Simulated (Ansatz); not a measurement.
```yaml
crystal:
  periodic: [false, false, false]
  atoms:
    - {symbol: In, position_ang: [0.000276, -0.001035, -0.001368]}
    - {symbol: F, position_ang: [1.142177, -1.455249, -0.530590]}
    - {symbol: F, position_ang: [-1.310906, 0.694601, -1.224432]}
    - {symbol: F, position_ang: [0.168454, 0.761683, 1.756390]}
basis:
  gaussian: {orbitals: def2-SVP, nuclear_model: gaussian}
total_charge: -1
magnetization: {spin_polarized: false, initial_magnetization: 1}
hamiltonian: {xc: {name: SPW92}}
output: {forces: true}
```

```sh
$ ansatz run in.yaml --threads 4 --pin off --events-out ev --progress --plain --max-ram 3916MiB
```

It prints (some lines left out):

```
Functional definition: SPW92
760 factors; their error is unknown
mean field evaluation 1: about -13259.8504 eV, gradient 1.0e1 eV
mean field evaluation 2: about -13259.8649 eV, gradient 1.0e1 eV
mean field evaluation 4: about -13260.0824 eV, gradient 6.2e-1 eV
mean field evaluation 8: about -13260.0543 eV, gradient 3.1e-2 eV
mean field evaluation 16: about -13260.0543 eV, gradient 1.5e-5 eV
mean field -13260.05432879 eV, -487.2980085954 hartree, gradient 1.5e-5 eV, S^2 0.750000; 0 other end points of the search recorded, 0 dependent functions left out
reference -13260.05437251 eV, -487.2980102022 hartree; 25, 24 occupied and 43, 44 virtual orbitals, 760 factors
Total energy: -13260.05437251 eV, -487.2980102022 hartree
Atom 0 at     0.000276    -0.001035    -0.001368 Å, force     0.000729    -0.000016     0.001988 eV/Å
Atom 1 at     1.142177    -1.455249    -0.530590 Å, force     1.416547    -1.804023    -0.656727 eV/Å
Atom 2 at    -1.310906     0.694601    -1.224432 Å, force    -1.624418     0.862101    -1.514851 eV/Å
Atom 3 at     0.168454     0.761683     1.756390 Å, force     0.207142     0.941937     2.169589 eV/Å
Dipole moment:     0.000196    -0.000682    -0.000950 e Å
```

It took 0.5 s on 4 threads of Arm Neoverse V1 on a shared host.

In the def2 sets In takes a core potential; there is no spin–orbit coupling. The highest occupied level of an anion often lies above zero with these methods, and sets without diffuse functions describe the outer electron poorly.

With spin_polarized false and unpaired electrons the run is restricted open-shell.

The dipole of an ion depends on the origin.
